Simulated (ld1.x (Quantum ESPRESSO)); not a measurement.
# Building the TM potential for Zn (revPBE, scalar-relativistic).

- Element: zinc (Zn)
- Generator: ld1.x (Quantum ESPRESSO) 7.5
- Type: norm-conserving Troullier–Martins (Kleinman–Bylander form)
- Functional: revPBE
- Relativity: scalar-relativistic
- Frozen core: [Ne]
- Valence charge: 20
- Reference configuration: 3s2 3p6 3d10 4s0 4p0 (charge +2)
- Partial waves: 3s (bound): rc 0.82 bohr; 3p (bound): rc 0.96 bohr; 3d (bound): rc 1.10 bohr
- Local potential: the d channel
- Core correction: a·sin(br)/r model core inside 0.40 bohr

* Cutoffs needed: 230 Ry and over 300 Ry (the cutoffs (Ry, on a coarse ladder) from which the occupation-weighted sum of valence levels, in a spherical-Bessel basis at the reference potential, stays within 10 and 1 mRy of its value at 400 Ry)
* Ghost test: no extra level below or beside the all-electron valence levels (s, p, d, f tested) (spherical-Bessel basis up to 400 Ry, 20 bohr box)
* Largest excitation error: +173 meV (all-electron minus pseudo) for 3s2 3p6 3d9 4s2 4p0, out of 7 test configurations
